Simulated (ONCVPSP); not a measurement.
**Before and after: ONCV potential for H (Z = 1)**

hydrogen, optimised norm-conserving Vanderbilt (ONCV), made with ONCVPSP 4.0.1 (LDA (Perdew-Zunger), non-relativistic). Core none, reference 1s1. Waves: 1s: rc 0.85 bohr, ncon 5, nbas 8, qcut 5.9 1/bohr, 3 projectors, debl 1.6 Ha; p scattering state at 0.02 Ha: rc 0.85 bohr, ncon 5, nbas 9, qcut 8.3 1/bohr, 2 projectors, debl 2 Ha. Local part: polynomial inside 0.60 bohr (lpopt 5, dvloc0 6 Ha). Core correction: none.

Change: s: qcut 4.7.

Cutoffs: the cutoffs (Ha) at which the residual kinetic energy of the hardest occupied pseudo-wave falls to 1 and 0.1 mHa per electron; they do not see the model core or the augmentation charge, which bear on the density cutoff. Errors are all-electron minus pseudo energies relative to the spin-unpolarised reference configuration.

What does the change do?

The potential gets harder (23 Ha and 160 Ha → 26 Ha and 175 Ha); a bound ghost appears in s, which as a rule spoils a file; the lowest positive-energy flag moves from s at 17.1 eV to none.

```csv
quantity,base,changed
"cutoff, loose",23 Ha,26 Ha
"cutoff, tight",160 Ha,175 Ha
bound ghosts,none,s
GHOST(+) flags under 300 eV,s at 17.1 eV,none
"error for 1s0.5, meV [ΔE 4.64 eV]",+0.4,+0.4
s: phases at 0.86 bohr within 0.05 rad from the reference energy up to (Ha; the scan ends near 5),to the end of the scan,to the end of the scan
p: phases at 0.86 bohr within 0.05 rad from the reference energy up to (Ha; the scan ends near 5),to the end of the scan,to the end of the scan
```

 A true bound ghost makes a file unfit for plane-wave use even where its test errors are small: the radial tests pick states by their node count and pass the ghost by.
